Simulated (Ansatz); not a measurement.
C₂H₅ClGe, SMILES `Cl[CH]1[CH2][GeH2]1` at its PBE0-D4/def2-TZVP geometry, where that method's forces vanish. Charge 0, multiplicity 1.

```xyz
9

Cl    1.9624    1.3094    0.3885
C     0.2725    0.8545    0.2233
C    -0.1100    0.0179   -0.9820
Ge   -0.3846   -0.9160    0.7061
H    -0.3682    1.7028    0.4355
H    -0.9507    0.3644   -1.5739
H     0.7180   -0.3475   -1.5796
H    -1.7869   -1.0226    1.2905
H     0.6475   -1.9630    1.0916
```

Problem. What forces (eV/Å) does ωB97M-V/def2-TZVPP give on these atoms in the Gaussian-basis code of Ansatz? (Estimate.)

Solution. The calculation gave: 
```
Cl1  0.171  0.015  0.003
C2  -0.232  0.061  0.158
C3  -0.060 -0.101 -0.171
Ge4  0.005 -0.008  0.023
H5   0.053 -0.086 -0.044
H6   0.077 -0.027  0.057
H7  -0.052  0.051  0.049
H8   0.117  0.010 -0.048
H9  -0.080  0.086 -0.027
```
